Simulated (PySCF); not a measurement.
Some computed properties have been withheld. Give your best values.

PhCF2CH2CH3, C9H10F2.
SMILES: `CCC(F)(F)C1=CC=CC=C1`

Conformer (atom-mapped SMILES and torsion angles): `[CH3:1][CH2:2][C:3]([F:4])([F:5])[c:6]1[cH:7][cH:8][cH:9][cH:10][cH:11]1`: C1–C2–C3–F4 57°, C2–C3–C6–C7 89°.

| property | level | value |
| --- | --- | --- |
| point group of the GFN2-xTB geometry | GFN2-xTB | ? |
| rotational constants A, B, C of the GFN2-xTB geometry | GFN2-xTB | ? |
| dipole moment | PBE0/pcSseg-1 | 2.34 D |
| HOMO energy | PBE0/pcSseg-1 | -7.56 eV |
| LUMO energy | PBE0/pcSseg-1 | ? |
| 13C chemical shifts (computed TMS as zero) by class | GIAO PBE0/pcSseg-1 | 147.3 (1 C), 134.5 (1 C), 133.8 (2 C), 130.4 (2 C), 129.2 (1 C), 41.5 (1 C), 8.6 (1 C) ppm |
| 1H chemical shifts (computed TMS as zero) by class | GIAO PBE0/pcSseg-1 | ? |
| isotropic shieldings of nuclei other than C and H, by class | GIAO PBE0/pcSseg-1 | 306 (2 F) ppm |

Electronic properties: PySCF, gas phase, density fitting. One conformer (not necessarily the lowest) at the GFN2-xTB geometry, without solvent or vibrations. NMR classes are plain means over equivalent atoms (diastereotopic ones count apart unless rotation or inversion swaps them), as if these changed places fast; in this geometry the members of some classes differ.

(1) What is the point group of the GFN2-xTB geometry?

(2) Give the 1H chemical shifts (computed TMS as zero) by class.

(3) Give the LUMO energy.

(4) The rotational constants A, B, C of the GFN2-xTB geometry?

Answers

(1) Cs.

(2) 7.81 (2 H), 7.73 (2 H), 7.69 (1 H), 1.82 (2 H), 1.37 (3 H) ppm.

(3) -0.56 eV.

(4) 2.417, 0.697, 0.643 GHz.

A dipole of 2.34 D is allowed in Cs, and pure rotational transitions are dipole-allowed. The dipole matches unit charges of opposite sign 0.49 Å apart (1 e·Å = 4.8032 D). The rotational constants make it an asymmetric top with κ = (2B − A − C)/(A − C) = -0.94, nearer the prolate limit (−1). With B = h/(8π²I), that is 505.379 GHz u Å² over I, the principal moments of inertia are 209.1, 725.2 and 786.4 u Å² (most abundant isotopes); the inertial defect Ic − Ia − Ib is -147.9 u Å² (zero for a rigid planar frame, negative otherwise).

For the NMR shielding job (PBE0/pcSseg-1), on one thread, Arm Neoverse V2 (shared host), this took 53 s wall.
